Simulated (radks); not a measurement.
The numbers below are computed, except where a source is named.
Problem. Excited configurations of Cl III: one electron is placed in a higher orbital outside [Ne] 3s2 3p2. The ground configuration is [Ne] 3s2 3p3. Level of theory: scalar-relativistic Kohn-Sham, LDA (Slater exchange, Perdew-Wang correlation), spin-polarised, spherical densities, point nucleus; open shells are filled with parallel spins first (a radial shooting solver on a logarithmic mesh with Libxc functionals). Excitation = E - E(ground); binding = E(ion) - E, where the ion is the core of charge +3; n* = 3/sqrt(2 binding) in atomic units, and the quantum defect is n - n*.

| outer orbital | excitation (eV) | binding (eV) | n* | quantum defect | eigenvalue (eV) | <r> (bohr) |
|---|---|---|---|---|---|---|
| 4s | 21.250 | 18.330 | 2.585 | 1.415 | -15.622 | 3.477 |
| 4f | 31.491 | 8.089 | 3.891 | 0.109 | -6.486 | 5.508 |
| 6f | 35.808 | 3.772 | 5.698 | 0.302 | -3.217 | 14.70 |
| 7p | 35.882 | 3.698 | 5.754 | 1.246 | -3.233 | 16.81 |
| 7d | 36.472 | 3.108 | 6.276 | 0.724 | -2.707 | 19.42 |

Estimate the row for 4d.

Solution. excitation (eV) 29.148; binding (eV) 10.432; n* 3.426; quantum defect 0.574; eigenvalue (eV) -8.679; <r> (bohr) 5.054. The Delta-SCF ionisation energy is 39.580 eV (NIST Atomic Spectra Database: 39.8 eV, semi-empirical). Self-interaction in the functional shifts the binding energies and quantum defects, so they are the method's values and not measured ones. Open shells are spherical and high-spin; term and fine-structure splittings are not resolved.
